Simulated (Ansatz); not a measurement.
`CN(C)c1ccc(-c2ccc(-c3ccc(-c4ccc(-c5ccc(-c6ccc(C#N)nc6)nc5)nc4)nc3)nc2)nc1`. The state is a triplet with charge 0. Geometry r2SCAN-D4/def2-SVP, that of the neutral singlet; atoms count from 1.

Cartesian coordinates in Å:
```
C -10.674 -4.679 4.533
N -9.369 -5.077 5.015
C -9.250 -6.027 6.098
C -8.241 -4.493 4.498
C -6.942 -4.808 4.962
C -5.837 -4.194 4.388
C -6.007 -3.259 3.349
C -4.881 -2.576 2.685
C -5.117 -1.591 1.709
C -4.048 -0.957 1.091
C -2.732 -1.308 1.451
C -1.540 -0.682 0.843
C -0.253 -1.168 1.133
C 0.858 -0.577 0.547
C 0.679 0.507 -0.336
C 1.806 1.179 -1.015
C 1.589 2.352 -1.761
C 2.657 2.975 -2.392
C 3.947 2.420 -2.275
C 5.133 3.028 -2.914
C 5.133 4.307 -3.494
C 6.291 4.800 -4.084
C 7.451 4.003 -4.093
C 8.721 4.445 -4.709
C 9.869 3.639 -4.609
C 11.057 4.060 -5.192
C 11.064 5.292 -5.871
C 12.278 5.762 -6.487
N 13.275 6.116 -6.976
N 9.981 6.076 -5.984
C 8.854 5.657 -5.420
N 7.460 2.782 -3.527
C 6.353 2.319 -2.962
N 4.156 1.288 -1.578
C 3.130 0.698 -0.978
N -0.549 0.990 -0.599
C -1.606 0.421 -0.033
N -2.500 -2.258 2.376
C -3.527 -2.860 2.962
N -7.243 -2.947 2.919
C -8.305 -3.523 3.457
H -10.780 -4.856 3.448
H -10.883 -3.610 4.722
H -11.443 -5.270 5.046
H -8.622 -6.892 5.816
H -10.246 -6.408 6.357
H -8.811 -5.574 7.007
H -6.792 -5.527 5.769
H -4.843 -4.443 4.763
H -6.151 -1.349 1.454
H -4.239 -0.201 0.326
H -0.160 -2.008 1.825
H 1.857 -0.952 0.782
H 0.572 2.743 -1.829
H 2.484 3.877 -2.983
H 4.237 4.933 -3.474
H 6.287 5.799 -4.524
H 9.793 2.692 -4.069
H 11.967 3.458 -5.133
H 7.996 6.327 -5.547
H 6.397 1.323 -2.509
H 3.371 -0.228 -0.442
H -2.573 0.875 -0.284
H -3.260 -3.629 3.698
H -9.274 -3.210 3.053
```

Single mean-field runs in def2-SVP are fitted with def2-universal-jkfit. At PBE0-D4/def2-SVP a singlet of charge 0 lies 2.62 eV below the triplet at the same geometry.

(1) Estimate the Mulliken populations of the heavy atoms from the PBE0/def2-SVP orbitals of Ansatz.

(2) Where does the spin sit?

(3) And the Mayer bond orders between heavy atoms (over 0.3, the first 40 of 46)?

## Answers

(1) 
```
atom  charge (e)  spin (α − β)
  C1        0.06         -0.01
  N2       -0.39          0.13
  C3        0.06         -0.01
  C4        0.14          0.12
  C5       -0.02         -0.05
  C6       -0.04          0.10
  C7        0.04          0.00
  C8       -0.04          0.31
  C9        0.03         -0.01
 C10       -0.03          0.10
 C11        0.04          0.20
 C12       -0.04          0.15
 C13        0.03          0.12
 C14       -0.03         -0.03
 C15        0.04          0.29
 C16       -0.04         -0.03
 C17        0.04          0.11
 C18       -0.04         -0.07
 C19        0.04          0.17
 C20       -0.03         -0.04
 C21        0.02          0.06
 C22       -0.04         -0.04
 C23        0.04          0.08
 C24       -0.02         -0.02
 C25        0.03          0.03
 C26        0.05         -0.02
 C27       -0.14          0.03
 C28       -0.01         -0.01
 N29       -0.01          0.01
 N30       -0.13         -0.01
 C31        0.05          0.02
 N32       -0.17         -0.03
 C33        0.09          0.05
 N34       -0.17         -0.05
 C35        0.05          0.11
 N36       -0.17         -0.04
 C37        0.06          0.13
 N38       -0.17          0.07
 C39        0.06          0.02
 N40       -0.16          0.08
 C41        0.01          0.01
```
Mulliken values depend strongly on the basis.

(2) Summed by element: C 1.85, N 0.16, H 0.00, of 2 unpaired in all. Largest on single atoms: C8 0.31, C15 0.29, C11 0.20.

(3) C1–N2 0.98 (1.45 Å); N2–C3 0.99 (1.45 Å); N2–C4 1.17 (1.37 Å); C4–C5 1.27 (1.42 Å); C4–C41 1.22 (1.42 Å); C5–C6 1.51 (1.39 Å); C6–C7 1.27 (1.41 Å); C7–C8 1.13 (1.47 Å); C7–N40 1.43 (1.35 Å); C8–C9 1.24 (1.41 Å); C8–C39 1.19 (1.41 Å); C9–C10 1.55 (1.39 Å); C10–C11 1.19 (1.41 Å); C11–C12 1.20 (1.48 Å); C11–N38 1.36 (1.35 Å); C12–C13 1.23 (1.41 Å); C12–C37 1.18 (1.41 Å); C13–C14 1.53 (1.39 Å); C14–C15 1.22 (1.41 Å); C15–C16 1.11 (1.48 Å); C15–N36 1.40 (1.35 Å); C16–C17 1.31 (1.41 Å); C16–C35 1.26 (1.41 Å); C17–C18 1.46 (1.39 Å); C18–C19 1.30 (1.41 Å); C19–C20 1.05 (1.48 Å); C19–N34 1.46 (1.35 Å); C20–C21 1.36 (1.40 Å); C20–C33 1.31 (1.41 Å); C21–C22 1.45 (1.39 Å); C22–C23 1.35 (1.41 Å); C23–C24 1.02 (1.48 Å); C23–N32 1.49 (1.35 Å); C24–C25 1.39 (1.41 Å); C24–C31 1.32 (1.41 Å); C25–C26 1.40 (1.39 Å); C26–C27 1.36 (1.41 Å); C27–C28 1.04 (1.44 Å); C27–N30 1.52 (1.34 Å); C28–N29 3.01 (1.16 Å).
